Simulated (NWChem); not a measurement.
C3H4O2Si; SMILES O=C1C=C[SiH2]O1

```xyz
10

O     -0.3420    -2.3225     0.0000
C     -0.0988    -1.1437     0.0000
C      1.2727    -0.5305     0.0000
C      1.3267     0.8112     0.0000
Si    -0.4508     1.3944     0.0000
O     -1.0847    -0.1824     0.0000
H      2.1195    -1.2114     0.0000
H      2.2629     1.3607     0.0000
H     -0.8784     2.1299    -1.2136
H     -0.8784     2.1299     1.2136
```
Atoms are numbered in this order, from 1.

Level: B3LYP/6-31G* (spherical d) (NWChem), optimised geometry, unscaled harmonic frequencies. B3LYP is NWChem's, with the RPA form of VWN correlation.

```json
[
 {"frequency (cm⁻¹)": "153", "IR intensity (km/mol)": "0.0"},
 {"frequency (cm⁻¹)": "272", "IR intensity (km/mol)": "2.5"},
 {"frequency (cm⁻¹)": "461", "IR intensity (km/mol)": "1.0"},
 {"frequency (cm⁻¹)": "505", "IR intensity (km/mol)": "22.4"},
 {"frequency (cm⁻¹)": "569", "IR intensity (km/mol)": "4.1"},
 {"frequency (cm⁻¹)": "603", "IR intensity (km/mol)": "7.5"},
 {"frequency (cm⁻¹)": "674", "IR intensity (km/mol)": "28.3"},
 {"frequency (cm⁻¹)": "709", "IR intensity (km/mol)": "43.7"},
 {"frequency (cm⁻¹)": "735", "IR intensity (km/mol)": "16.7"},
 {"frequency (cm⁻¹)": "773", "IR intensity (km/mol)": "1.0"},
 {"frequency (cm⁻¹)": "843", "IR intensity (km/mol)": "65.0"},
 {"frequency (cm⁻¹)": "885", "IR intensity (km/mol)": "113.9"},
 {"frequency (cm⁻¹)": "937", "IR intensity (km/mol)": "80.1"},
 {"frequency (cm⁻¹)": "998", "IR intensity (km/mol)": "167.6"},
 {"frequency (cm⁻¹)": "1011", "IR intensity (km/mol)": "0.2"},
 {"frequency (cm⁻¹)": "1077", "IR intensity (km/mol)": "108.0"},
 {"frequency (cm⁻¹)": "1221", "IR intensity (km/mol)": "158.6"},
 {"frequency (cm⁻¹)": "1338", "IR intensity (km/mol)": "15.0"},
 {"frequency (cm⁻¹)": "1620", "IR intensity (km/mol)": "7.0"},
 {"frequency (cm⁻¹)": "1861", "IR intensity (km/mol)": "349.7"},
 {"frequency (cm⁻¹)": "2281", "IR intensity (km/mol)": "125.0"},
 {"frequency (cm⁻¹)": "2285", "IR intensity (km/mol)": "151.8"},
 {"frequency (cm⁻¹)": "3208", "IR intensity (km/mol)": "1.6"},
 {"frequency (cm⁻¹)": "3228", "IR intensity (km/mol)": "4.5"}
]
```

| Property | Value |
|---|---|
| zero-point energy | 40.4 kcal/mol |
| thermal correction to the enthalpy at 298.15 K (with zero-point energy) | 44.4 kcal/mol |
| heat capacity Cv | 20.4 cal/(mol K) |
| entropy at 298.15 K and 1 atm (symmetry number 1) | 74.8 cal/(mol K) |
| dipole moment | 4.34 D |

Rigid rotor and harmonic oscillator.
